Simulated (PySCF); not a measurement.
Computed with PySCF 2.14.0 with B3LYP-D3(BJ)/def2-TZVP // PBE0-D4/def2-TZVP. Gas-phase values, no solvent. One relaxed conformer stands for a flexible species; it need not be the lowest. B3LYP has the VWN-RPA correlation part, as in Gaussian. Excitations are Tamm–Dancoff values on a coarser integration grid. The basis has no diffuse functions, so Rydberg states are missing or too high.

Reference species (SMILES): `Br[Si](Br)(Br)Br` (neutral, multiplicity 1).

```
Quantity                 Result
----------------------  -------
S1 oscillator strength    0.000
S1 excitation (TDA)     5.53 eV
HOMO–LUMO gap           6.52 eV
```

After one change: the S1 oscillator strength hardly moves; the S1 excitation (TDA) rises by 2.27 eV; the HOMO–LUMO gap increases by 2.39 eV.

Problem. Which change was made? The new species is one of these.
(A) `O[Si](O)(Br)Br` (H–O–Si–Br torsion -66°, Br–Si–O–H torsion -46°)
(B) `O[Si](Br)(Br)Br` (H–O–Si–Br torsion 180°)
(C) `O[Si](O)(O)O`

Solution. C, `O[Si](O)(O)O`
